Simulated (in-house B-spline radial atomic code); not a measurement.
Configurations of F³⁺, with energies counted from [He] 2s2 (2p1/2)2. Level of theory: Dirac-Hartree-Fock, average of each configuration as written, Fermi nucleus of rms radius 2.8976 fm; calculated with a radial B-spline atomic code at the basis-set limit. Energies include first-order Breit, QED and recoil terms.

Occupations are held fixed; configurations that lie above the ionisation limit could autoionise.

| configuration | E - E(ref) (eV) | highest orbital | its <r> (bohr) |
| --- | --- | --- | --- |
| [He] 2s2 (2p1/2)1 (3p3/2)1 | 54.387 | 3p3/2 | 2.536 |
| [He] 2s2 (2p1/2)1 6s1 | 76.94 | 6s1/2 | 11.45 |
| [He] 2s1 (2p1/2)1 (2p3/2)1 (4f7/2)1 | 86.317 | 4f7/2 | 4.488 |
| [He] 2s1 (2p3/2)2 (4d3/2)1 | 86.532 | 4d3/2 | 5.057 |
| [He] 2s1 (2p1/2)1 (2p3/2)1 (5d3/2)1 | 90.968 | 5d3/2 | 8.335 |
| [He] 2s1 (2p1/2)1 (2p3/2)1 (6f5/2)1 | 93.882 | 6f5/2 | 11.97 |
| [He] 2s1 (2p3/2)2 (6d3/2)1 | 94.363 | 6d3/2 | 12.46 |

**Question.** Order these further configurations by energy, lowest first.
A. [He] 2s2 (2p1/2)1 (2p3/2)1
B. [He] 2s2 (2p1/2)1 (5d3/2)1
C. [He] 2s2 (2p3/2)2
D. [He] 2s1 (2p1/2)2 (6g9/2)1
E. [He] 2s2 (2p3/2)1 (4d3/2)1

**Answer.** A (-1.3347 eV), C (-0.78052 eV), E (70.132 eV), B (75.089 eV), D (95.313 eV).

**Question.** How far above the reference does [He] 2s2 (2p3/2)1 4s1 lie?

**Answer.** 66.548 eV; its least bound orbital is 4s1/2 with <r> = 4.66 bohr.

**Question.** How far above the reference does [He] 2s2 (2p3/2)1 3s1 lie?

**Answer.** 49.36 eV; its least bound orbital is 3s1/2 with <r> = 2.387 bohr.

**Question.** How far above the reference does [He] 2s2 (2p1/2)1 (6d5/2)1 lie?

**Answer.** 77.9 eV; its least bound orbital is 6d5/2 with <r> = 12.44 bohr.

**Question.** Is the reference the lowest configuration at this level of theory?

**Answer.** No: [He] 2s2 (2p1/2)1 (2p3/2)1 lies 1.335 eV lower. Averages of configurations without correlation can order differently from the measured ground levels.
